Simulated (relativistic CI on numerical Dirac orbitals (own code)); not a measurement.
# Crystal-field levels of Fe⁶⁺, 3d2

Calculated by Dirac-Coulomb-Breit CI, orbitals from a KLI potential per configuration, QED by a radiative potential, valence Slater integrals scaled by 0.7, one configuration in a parametric crystal field (own radial code).

Field parameters in Wybourne normalisation: Oh B⁴₀ = 21Dq, B⁴₄ = √(5/14) B⁴₀. The field is a parameter set, without covalency.

S is read from ⟨S²⟩ = S(S + 1).

Site symmetry Oh; labels are those of the double group. Computed levels in cm⁻¹ above the lowest, in rising order:

| Δ (size of 10Dq) | Lowest | No. 2 | No. 3 | No. 4 | No. 5 | No. 6 | No. 7 | No. 8 |
| --- | --- | --- | --- | --- | --- | --- | --- | --- |
| 5900 | E | 138 T2 | 1085 T1 | 1614 A1 | 5385 A2 | 5418 T2 | 5925 T1 | 6021 E |
| 10600 | E | 83 T2 | 1005 T1 | 1482 A1 | 9528 A2 | 9544 T2 | 10031 T1 | 10082 E |
| 15300 | E | 57 T2 | 954 T1 | 1401 A1 | 13713 T2 | 13857 A2 | 14347 T1 | 14377 E |
| 20000 | E | 43 T2 | 917 T1 | 1343 A1 | 15880 T2 | 16494 E | 18291 A2 | 18681 T2 |
| 24700 | E | 35 T2 | 888 T1 | 1299 A1 | 15988 T2 | 16371 E | 22791 A2 | 23018 T2 |
| 29400 | E | 29 T2 | 865 T1 | 1263 A1 | 15968 T2 | 16267 E | 27335 A2 | 27526 T2 |
| 34100 | E | 25 T2 | 847 T1 | 1234 A1 | 15931 T2 | 16180 E | 31910 A2 | 32086 T2 |
| 38800 | E | 22 T2 | 831 T1 | 1210 A1 | 15892 T2 | 16106 E | 35484 A1 | 36508 A2 |
| 43500 | E | 19 T2 | 818 T1 | 1190 A1 | 15855 T2 | 16043 E | 35765 A1 | 41124 A2 |

Ground-state S against |10Dq| in cm⁻¹: 5900: 1.00, 10600: 1.00, 15300: 1.00, 20000: 1.00, 24700: 1.00, 29400: 1.00, 34100: 1.00, 38800: 1.00, 43500: 1.00.

No abrupt spin change occurs in this range.
